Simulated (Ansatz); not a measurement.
A single point on C$_{2}$H$_{10}$SiSn, SMILES `[CH3][SnH]([CH3])[SiH3]`.

```yaml
crystal:
  periodic: [false, false, false]
  atoms:
    - {symbol: C, position_ang: [-0.937031, 1.517024, -1.112187]}
    - {symbol: Sn, position_ang: [-0.400726, 0.142626, 0.448275]}
    - {symbol: C, position_ang: [1.477999, 0.750994, 1.292029]}
    - {symbol: Si, position_ang: [-0.244332, -2.249510, -0.471829]}
    - {symbol: H, position_ang: [-0.187667, 1.492011, -1.903877]}
    - {symbol: H, position_ang: [-0.991781, 2.528819, -0.708694]}
    - {symbol: H, position_ang: [-1.906285, 1.252520, -1.535007]}
    - {symbol: H, position_ang: [-1.600454, 0.211618, 1.675362]}
    - {symbol: H, position_ang: [1.399040, 1.771527, 1.668611]}
    - {symbol: H, position_ang: [2.257364, 0.714362, 0.530325]}
    - {symbol: H, position_ang: [1.756611, 0.091753, 2.114202]}
    - {symbol: H, position_ang: [0.125932, -3.213119, 0.600681]}
    - {symbol: H, position_ang: [0.792668, -2.327669, -1.538003]}
    - {symbol: H, position_ang: [-1.541335, -2.682944, -1.059910]}
basis:
  gaussian: {orbitals: def2-QZVPP}
correlation: {method: mp2}
```

```sh
$ ansatz run in.yaml --threads 2 --pin off --events-out ev --progress --plain --max-ram 22528MiB --backend cuda --devices 0, --max-vram 18GiB
```

Output, abridged:

```
Functional definition: HF
3339 factors; integrals over basis functions are off by at most 7.6e-4 eV
mean field evaluation 1: about -15884.1033 eV, gradient 3.8e1 eV
mean field evaluation 2: about -15884.1798 eV, gradient 3.8e1 eV
mean field evaluation 4: about -15888.3048 eV, gradient 3.9e0 eV
mean field evaluation 8: about -15888.3719 eV, gradient 2.4e-1 eV
mean field -15888.37218370 eV, -583.8869082256 hartree, gradient 3.0e-6 eV, S^2 0.000000; 0 other end points of the search recorded, 0 dependent functions left out
11 core orbitals not correlated: weight in the atoms' cores, before any rotation towards them, 1.000 or more for the frozen orbitals, at most 0.000 for the correlated occupied ones
reference -15888.37218370 eV, -583.8869082256 hartree; 18, 18 occupied and 537, 537 virtual orbitals, 3339 factors
second order -29.28561367 eV of doubles, -0.00000000 eV of singles
Total energy: -15917.65779737 eV, -584.9631346774 hartree
```

It took 3.5 s on 2 threads of an AMD EPYC 7R13 on a shared host and a share of an NVIDIA H100 80 GB, with 1.2 GiB of host memory at the peak.
